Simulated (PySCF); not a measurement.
**Os²⁺: ionisation energy**

Os²⁺ [Xe] 4f14 5d6 (5D) → Os³⁺ [Xe] 4f14 5d5 (6S), as a difference of total energies. All numbers are calculated (PySCF 2.14, scalar relativity through the core potential, in def2-QZVPPD with the def2 core potential (60 electrons) (7s5p4d4f2g, 88 functions)). Correlated levels: valence: 5s2 5p6 frozen; valence and next inner shell: nothing frozen outside the core potential. The calculations carry no spin-orbit coupling.

```
                                method  ionisation energy (eV)
                                   UHF                  24.956
                                   LDA                  27.211
                                   PBE                  26.989
                                  PBE0                  26.782
                                r2SCAN                  26.494
                                 B97-3                  26.999
                                  BP86                  27.212
                                 HSE06                  26.790
                             CAM-B3LYP                  26.993
                         MP2 (valence)                  26.208
                     SCS-MP2 (valence)                  26.447
    MP2 (valence and next inner shell)                  26.296
SCS-MP2 (valence and next inner shell)                  26.334
```

Q: How much does correlation contribute at MP2 (valence and next inner shell)?

A: 26.296 − (24.956) = 1.340 eV, measured against UHF.

The reference lies between the lowest fine-structure levels, while these numbers refer to the centres of the terms.

Errors of the correlated levels include the incompleteness of this basis and the frozen core.

For comparison: 25 ± 1.6 eV (theoretical estimate listed by NIST; NIST Atomic Spectra Database, ionization energies).
